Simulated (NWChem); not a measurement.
A series in which one site is exchanged, each optimised at PBE0/def2-SVP with NWChem, gas phase unless a solvent is named. All stand in one matching conformer (torsions within 35°), which need not be the lowest. Low-valent species are run as closed-shell singlets; no triplet was tried in these runs. For some, no frequency run checked for a minimum. def2 effective core potentials on Sn, Pb; no spin-orbit coupling.

A: [SiH3][Ge][SH] (GeSiH$_{4}$S; site = Ge)
B: [SiH3][Pb][SH] (PbSiH4S; site = Pb)
C: [SiH3][Sn][SH] (SnSiH4S; site = Sn)
D: S[Si][SiH3] (Si2H4S; site = Si)

| quantity | A | B | C | D |
|---|---|---|---|---|
| dipole (D), PBE0/def2-SVP | … | 3.03 | 2.08 | 1.10 |
| orbital gap (eV), PBE0/def2-SVP | … | 3.67 | 3.61 | 3.78 |
| vertical ionisation energy, ΔSCF, PBE/def2-SVP (eV) | … | 8.17 | 8.16 | 8.33 |
| vertical ionisation energy, ΔSCF, PBE0/def2-SVP (eV) | … | 8.30 | 8.29 | 8.46 |

What belongs in the gaps?


- dipole (D), PBE0/def2-SVP, A: 1.31
- orbital gap (eV), PBE0/def2-SVP, A: 3.82
- vertical ionisation energy, ΔSCF, PBE/def2-SVP (eV), A: 8.38
- vertical ionisation energy, ΔSCF, PBE0/def2-SVP (eV), A: 8.51
